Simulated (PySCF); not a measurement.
## How methods differ on the ionisation energy of Ta⁺

Ta⁺ [Xe] 4f14 5d3 6s1 (5F) → Ta²⁺ [Xe] 4f14 5d3 (4F), as a difference of total energies. Calculation: PySCF 2.14, in def2-TZVPPD with the def2 core potential (60 electrons) (6s5p3d2f1g, 59 functions); scalar relativity through the core potential. Correlated levels: valence: 5s2 5p6 frozen. The calculations carry no spin-orbit coupling.

```tsv
method	ionisation energy (eV)
UHF	14.140
MP2 (valence)	14.492
SCS-MP2 (valence)	14.257
CCSD (valence)	14.567
CCSD(T) (valence)	14.577
```

Question: How much does correlation contribute at CCSD(T) (valence)?

Answer: 14.577 − (14.140) = 0.437 eV, measured against UHF.

The reference lies between the lowest fine-structure levels, while these numbers refer to the centres of the terms.

Errors of the correlated levels include the incompleteness of this basis and the frozen core.

Every method misses the reference by a wide margin, which points to the basis or the choice of state and not to the methods.

For comparison: 16.2 ± 0.5 eV (semi-empirical (NIST evaluation); NIST Atomic Spectra Database, ionization energies).
